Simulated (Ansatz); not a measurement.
Total energies of Zr₃O₆ (the lowest singlet isomer of a short search) from Ansatz at PBE0-D4/def2-TZVP, gas phase (1 Eh = 27.2114 eV = 2625.5 kJ/mol). The reference geometry is relaxed at PBE-D4/def2-SVP.

Cartesian coordinates in Å:
```
Zr 2.057 0.262 0.343
Zr -0.581 1.201 -1.028
Zr -0.617 -1.198 1.010
O 1.239 1.902 -0.078
O -1.115 -2.905 1.099
O -1.817 0.194 0.197
O 1.205 -0.406 1.881
O 0.675 -0.618 -0.717
O -1.046 1.567 -2.708
```

```
                 state                    geometry  energy (Eh)
      charge 0 singlet                   reference   -592.73513
      charge 1 doublet                   reference   -592.41239
     charge -1 doublet                   reference   -592.82370
      charge 0 triplet  relaxed at PBE-D4/def2-SVP   -592.64364
      charge 0 quintet  relaxed at PBE-D4/def2-SVP   -592.55013
free Zr atom (triplet)                           –    -46.88229
 free O atom (triplet)                           –    -75.01860
```

In the def2 sets Zr takes a core potential; there is no spin–orbit coupling.

Question: Work out the vertical ionisation energy to the doublet.

Answer: E(charge 1 doublet) − E(charge 0 singlet) = -592.41239 − (-592.73513) = 0.32274 Eh = 8.78 eV. For comparison, −ε of the highest occupied level is 7.15 eV at this level, 1.63 eV less.

Question: Work out the vertical electron affinity, to the doublet.

Answer: E(charge 0 singlet) − E(charge -1 doublet) = -592.73513 − (-592.82370) = 0.08857 Eh = 2.41 eV. The basis lacks diffuse functions, which makes affinities too small.

Question: Give the fundamental gap IE − EA, the Mulliken electronegativity (IE + EA)/2 and the hardness (IE − EA)/2.

Answer: From the values in Eh: IE − EA = 0.32274 − 0.08857 = 0.23417 Eh = 6.37 eV; (IE + EA)/2 = 5.60 eV; (IE − EA)/2 = 3.19 eV. The HOMO–LUMO gap of the same run is 3.57 eV, 2.80 eV smaller than the fundamental gap.

Question: Which of the charge 0 states is lowest, and how far above it are the others?

Answer: The singlet. triplet: -592.64364 − (-592.73513) = 0.09149 Eh = 240.2 kJ/mol; quintet: -592.55013 − (-592.73513) = 0.18500 Eh = 485.7 kJ/mol.

Question: What is the binding energy per atom against free atoms?

Answer: Atoms: 3 × (-46.88229) + 6 × (-75.01860) = -590.75847 Eh. Binding: -590.75847 − (-592.73513) = 1.97666 Eh = 53.79 eV, or 5.98 eV for each of 9 atoms (no zero-point energy, no counterpoise term).

 

The structure comes from a short search, and lower isomers may exist.
